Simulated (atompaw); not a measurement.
# u(r) = r·R(r): atom against pseudo-atom (Ni (Z = 28))

Columns: radius, all-electron u(r) and pseudo u(r) of the 3d shell (level -9.14 eV) of nickel in the configuration [Ar] 3d8 4s2 4p0; LDA (PW92), scalar-relativistic, PAW (atompaw) scheme, atompaw 4.2.0.5.

```csv
r (bohr),all-electron,pseudo
0.115,0.1276,0.0018
0.231,0.4517,0.0144
0.346,0.7365,0.0457
0.462,0.9079,0.1005
0.577,0.9745,0.1769
0.692,0.9721,0.2689
0.808,0.9299,0.3671
0.923,0.8687,0.4574
1.038,0.8001,0.5288
1.154,0.7300,0.5729
1.269,0.6631,0.5858
1.385,0.5999,0.5702
1.500,0.5422,0.5344
1.615,0.4896,0.4886
1.731,0.4415,0.4415
1.846,0.3985,0.3985
1.962,0.3594,0.3594
2.077,0.3245,0.3245
2.192,0.2931,0.2931
2.308,0.2646,0.2646
2.423,0.2392,0.2392
2.538,0.2162,0.2162
2.654,0.1954,0.1954
2.769,0.1768,0.1768
2.885,0.1599,0.1599
3.000,0.1448,0.1448
```

(1) How many radial nodes do the two functions have?

(2) At about which radius was the pseudo-wave matched?

(3) Is the pseudo-wave norm-conserving?

Results:

(1) The all-electron 3d function has n − l − 1 = 0; the pseudo-wave has 0.

(2) 1.80 bohr, where the columns begin to agree (steps of 0.12 bohr).

(3) No, it belongs to a PAW set: the norm inside the radius is not constrained, and the difference is carried by the augmentation charge.
